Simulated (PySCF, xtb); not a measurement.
3-ethylideneoxetane (C5H8O), SMILES CC=C1COC1.

xtb with GFN2-xTB at its own geometry gives an orbital gap of 4.81 eV and a dipole moment of 2.32 D.

The structure is a stationary point at PBE0-D3(BJ)/def2-SVP.

Question: What does PBE/def2-TZVP (PySCF) give? (An estimate is asked for; the answer gives what the named calculation found.)

Answer: gap 4.66 eV (levels -5.44 and -0.78 eV), dipole 1.85 D.
